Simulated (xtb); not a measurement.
C3H8As, doublet, at a GFN2-xTB geometry; GFN1-xTB (xtb).

Input for xtb:
```
$ xtb mol.xyz --gfn 1 --uhf 1 --json

# file mol.xyz
12

C     -1.06519029     1.78483099     0.03108030
C     -0.76655125     0.36846721    -0.33389339
C     -1.95211724    -0.52631047    -0.48317032
As     0.91553816    -0.40089944     0.22269269
H     -1.54395907     1.85767815     1.01530513
H     -1.75664549     2.22927244    -0.68771601
H     -0.15135721     2.38131331     0.05400838
H     -2.65585291    -0.11386931    -1.20908699
H     -2.50022148    -0.63413665     0.46085300
H     -1.64900049    -1.52122396    -0.81434270
H      0.99654841    -1.34845491    -0.94467525
H      1.75088179     0.61717613    -0.50730393
```

Output, abridged:

```
   ID    Z sym.   atoms
    1    6 C      1-3
    2   33 As     4
    3    1 H      5-12

           -------------------------------------------------
          |                Calculation Setup                |
           -------------------------------------------------

           -------------------------------------------------
          |                 G F N 1 - x T B                 |
           -------------------------------------------------

          ...................................................
          :                      SETUP                      :
          :.................................................:
          :  # basis functions                  38          :
          :  # atomic orbitals                  37          :
          :  # shells                           25          :
          :  # electrons                        25          :
          :  # halogen bonds                     0          :
          :  max. iterations                   250          :
          :  Hamiltonian                  GFN1-xTB          :
          :  restarted?                      false          :
          :  GBSA solvation                  false          :
          :  PC potential                    false          :
          :  electronic temp.          300.0000000     K    :
          :  accuracy                    1.0000000          :
          :  -> integral cutoff          0.2500000E+02      :
          :  -> integral neglect         0.1000000E-07      :
          :  -> SCF convergence          0.1000000E-05 Eh   :
          :  -> wf. convergence          0.2000000E-04 e    :
          :  Broyden damping             0.4000000          :
          :  net charge                          0          :
          :  unpaired electrons                  1          :
          ...................................................

 iter      E             dE          RMSdq      gap      omega  full diag
   1    -13.0434583 -0.130435E+02  0.704E+00    3.75       0.0  T
   2    -13.0451020 -0.164370E-02  0.431E+00    2.84       1.0  T
   3    -12.5899035  0.455199E+00  0.442E+00    4.67       1.0  T
   4    -13.0901762 -0.500273E+00  0.498E-01    3.38       1.0  T
   5    -13.0932834 -0.310720E-02  0.169E-01    3.58       1.0  T
   6    -13.0935537 -0.270313E-03  0.295E-02    3.67       1.0  T
   7    -13.0935501  0.359423E-05  0.192E-02    3.66       1.5  T
   8    -13.0935562 -0.609415E-05  0.203E-03    3.67      14.2  T
[...]
         :: total energy             -12.951763864915 Eh    ::
[...]
                  HL-Gap            0.1347913 Eh            3.6679 eV
             Fermi-level           -0.3181323 Eh           -8.6568 eV

  Mulliken/CM5 charges         n(s)   n(p)   n(d)
     1C    -0.07804 -0.22132   1.011  3.067  0.000
     2C    -0.08536 -0.10006   1.160  2.925  0.000
     3C    -0.07804 -0.22132   1.011  3.067  0.000
     4As    0.09016 -0.04697   1.800  3.005  0.105
     5H     0.03303  0.08456   0.967  0.000  0.000
     6H     0.03205  0.08411   0.968  0.000  0.000
     7H     0.02313  0.07599   0.977  0.000  0.000
     8H     0.03205  0.08411   0.968  0.000  0.000
     9H     0.03303  0.08456   0.967  0.000  0.000
    10H     0.02313  0.07599   0.977  0.000  0.000
    11H    -0.01257  0.05017   1.013  0.000  0.000
    12H    -0.01257  0.05017   1.013  0.000  0.000

Wiberg/Mayer (AO) data.
largest (>0.10) Wiberg bond orders for each atom

 ---------------------------------------------------------------------------
     #   Z sym  total        # sym  WBO       # sym  WBO       # sym  WBO
 ---------------------------------------------------------------------------
     1   6 C    3.997 --     2 C    1.066     7 H    0.987     6 H    0.969
                             5 H    0.960
     2   6 C    3.459 --     4 As   1.187     3 C    1.066     1 C    1.066
     3   6 C    3.997 --     2 C    1.066    10 H    0.987     8 H    0.969
                             9 H    0.960
     4  33 As   3.135 --     2 C    1.187    12 H    0.965    11 H    0.965
     5   1 H    1.006 --     1 C    0.960
     6   1 H    1.010 --     1 C    0.969
     7   1 H    1.008 --     1 C    0.987
     8   1 H    1.010 --     3 C    0.969
     9   1 H    1.006 --     3 C    0.960
    10   1 H    1.008 --     3 C    0.987
    11   1 H    1.005 --     4 As   0.965
    12   1 H    1.005 --     4 As   0.965
 ---------------------------------------------------------------------------

Topologies differ in total number of bonds
Writing topology from bond orders to xtbtopo.mol

 dipole moment from electron density (au)
     X       Y       Z
  -0.3614   0.1240   0.0662  total (Debye):    0.986

           -------------------------------------------------
          | TOTAL ENERGY              -12.951763864915 Eh   |
          | GRADIENT NORM               0.015073949812 Eh/α |
          | HOMO-LUMO GAP               3.667857039394 eV   |
           -------------------------------------------------

normal termination of xtb
```
